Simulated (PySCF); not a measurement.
# NaCa: frontier orbitals

B3LYP at R = 3.718 Å; Na x2c-SVPall, Ca x2c-SVPall; spin-free X2C with a Gaussian nucleus (PySCF 2.14). State: ²Σ⁺ (doublet), unpaired electrons σ ↑. Only the outer orbitals are listed, counted within each symmetry.

```
spin  orbital  occ.  ε (eV)  on Na (%)            main shells (%)
   α       2π     1  -31.01        100                   100 Na p
   α       2π     1  -31.01        100                   100 Na p
   α       7σ     1  -31.00        100                   100 Na p
   α       3π     1  -29.95          0                   100 Ca p
   α       3π     1  -29.95          0                   100 Ca p
   α       8σ     1  -29.91          0                   100 Ca p
   α       9σ     1   -4.58         22           77 Ca s, 20 Na s
   α      10σ     1   -3.12         66  66 Na s, 19 Ca s, 12 Ca p
   α       4π     0   -0.85         37  49 Ca d, 36 Na p, 15 Ca p
   α       4π     0   -0.85         37  49 Ca d, 36 Na p, 15 Ca p
   α      11σ     0   -0.82         61  53 Na p, 17 Ca p, 16 Ca d
   β       2π     1  -30.96        100                   100 Na p
   β       2π     1  -30.96        100                   100 Na p
   β       7σ     1  -30.95        100                   100 Na p
   β       3π     1  -29.93          0                   100 Ca p
   β       3π     1  -29.93          0                   100 Ca p
   β       8σ     1  -29.84          0                   100 Ca p
   β       9σ     1   -4.34         16           82 Ca s, 13 Na s
   β      10σ     0   -1.91         68  69 Na s, 15 Ca s, 13 Ca p
   β       4π     0   -0.78         24  58 Ca d, 23 Na p, 18 Ca p
   β       4π     0   -0.78         24  58 Ca d, 23 Na p, 18 Ca p
```

Q: Which are the highest filled and the lowest empty level, where do they sit, and how wide is the gap?

A: Highest filled α 10σ at -3.12 eV (in %: 66 Na s, 19 Ca s, 12 Ca p); lowest empty β 10σ at -1.91 eV (in %: 69 Na s, 15 Ca s, 13 Ca p); the gap at B3LYP is 1.21 eV.

The bond order (Mayer) is 0.50 and the ⟨S²⟩ is 0.758. The charge on Na (Mulliken, basis-dependent) is -0.04 and the charge on Na (Löwdin, basis-dependent) is -0.13. The dipole moment (positive dipole means Na(−)Ca(+)) is -0.38 D and the polarisability along the bond is 435.5 bohr³. The polarisability across the bond is 172.1 bohr³.

The state is the lowest determinant that a PBE0 search found; another state may lie lower at other levels.
